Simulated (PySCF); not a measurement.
# Reading the logs of faulty runs: H3NOSi

All numbers below are calculated, not measured. They come from PySCF 2.14.0, an open-source quantum chemistry program, on an isolated molecule that a program drew, which may never have been made. The molecule is H3NOSi (charge 0, singlet), drawn as the SMILES string `N[Si]O`.

Each row is a Hartree-Fock (HF) and frozen-core CCSD(T) single point in the cc-pV(D+d)Z basis, meant for a local HF minimum. Run 1 is clean. Each other run has one planted mistake out of seven kinds, and not every kind appears here: one electron removed, one electron added, multiplicity raised by two, geometry at a saddle point, minimal basis STO-3G, one bond length entered in bohr, all coordinates scaled. The reference is restricted for singlets and unrestricted otherwise, and also for a bond in bohr. Adding or removing an electron swaps singlet and doublet. Electrons count all cores. HOMO and LUMO are orbital energies over both spins, the gradient is its largest component, and the lowest frequency (negative if imaginary) is given only where the gradient is small. Bond lengths are over the 5 bonds as drawn. T1 is the CCSD diagnostic: over 0.02 (restricted) or 0.045 (unrestricted) a single reference is doubtful.

Geometry of the clean run:
```xyz
6
H3NOSi, angstrom
N    -3.2871    0.6478    0.9972
Si   -2.7847   -0.7238    1.8885
O    -1.3308   -1.0839    1.1789
H    -2.8083    1.1036    0.2410
H    -4.1568    1.1027    1.2041
H    -0.9707   -0.5803    0.4627
```

```
run  electrons  basis functions  <S^2>  HOMO (eV)  LUMO (eV)  gradient (hartree/bohr)  lowest frequency (cm^-1)  mean bond (Å)  longest bond (Å)      T1  HF (hartree)  CCSD(T) (hartree)                     mistake
  1         32               66  0.000      -9.15       2.85                  4.0e-05                       344         1.2646             1.711  0.0147    -420.04612         -420.52637                    no fault
  2         32               66  2.004      -6.13       0.60                  2.6e-02                         -         1.2646             1.711  0.0134    -419.94705         -420.39329  multiplicity raised by two
  3         32               22  0.000      -6.52       7.99                  4.1e-02                         -         1.2646             1.711  0.0201    -414.92693         -415.07339        minimal basis STO-3G
  4         33               66  0.776       1.56       9.63                  5.7e-02                         -         1.2646             1.711  0.0149    -419.96433         -420.44407          one electron added
  5         31               66  0.756     -17.83      -7.24                  8.2e-02                         -         1.2646             1.711  0.0193    -419.74655         -420.19838        one electron removed
  6         32               66  0.000      -9.72       2.20                  5.5e-02                         -         1.3645             1.846  0.0187    -420.01451         -420.50926                           ?
```

**Which mistake was planted in run 6, and what did it cost?**

The mean and the longest bond both change by the same factor, 1.079, and the gradient is no longer small. So the mistake is: all coordinates scaled. Subtracting run 1 and multiplying by 627.51 kcal/mol a hartree, the energy moved by 19.8 kcal/mol in HF and 10.7 kcal/mol in CCSD(T).

Cautions from the logs. Run 3: T1 is over the limit, so its CCSD(T) energy is less reliable; run 4: the HOMO is above zero, so the electron isn't bound and the energy depends on the basis.
